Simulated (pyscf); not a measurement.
This saddle point was located with ωB97X-D3(BJ)/def2-SVP in PySCF.

```xyz
10

C      0.2658    -0.0528     0.3941
C     -0.1735     0.8276    -0.5972
C     -1.3251     0.2820    -1.1690
O     -1.6967    -0.3060     0.7103
H      0.3591    -1.1249     0.2000
H      0.8182     0.3128     1.2679
H     -0.1042     1.9066    -0.4367
H     -1.3592    -0.7634    -1.4884
H     -2.1002     0.9268    -1.5997
H     -2.2489    -1.0043     1.1227
```

Surface: singlet, charge 0. Lowest wavenumbers (cm⁻¹): 783i, 217, 359, 423, 583.

### Question
What reaction is this the transition state of?

### Answer
H₂C=CH–CH₂–OH ⇌ H₂C=CH–CH₂–OH, a group migration read from left to right: C–O broken and C–O formed. At CCSD(T)/def2-TZVPP + ΔMP2(QZVPP) it lies +303.2 kJ/mol from the left side and +303.2 kJ/mol from the right (each side as separated species at their lowest minima found). On the reactant side the descent ends in a point that may be a rotor saddle (no frequency run), 6.1 kJ/mol over the lowest minimum found and 312.0 kJ/mol under the saddle at ωB97X-D3(BJ)/def2-TZVP. On the product side the descent ends in a point that may be a rotor saddle (no frequency run), 6.1 kJ/mol over the lowest minimum found and 312.1 kJ/mol under the saddle at ωB97X-D3(BJ)/def2-TZVP. At ωB97X-D3(BJ)/def2-TZVP the barrier from the zero used here is 318.2 kJ/mol. H₂C=CH–CH₂–OH lies 44.3 kJ/mol over its isomer H₂C=C(CH₃)–OH (electronic energy, ωB97M-D3(BJ)/def2-TZVP). This is the saddle that the search found; another between the same sides may lie lower. The CCSD(T) − MP2 part came from Ansatz, without density fitting, on the same reference.
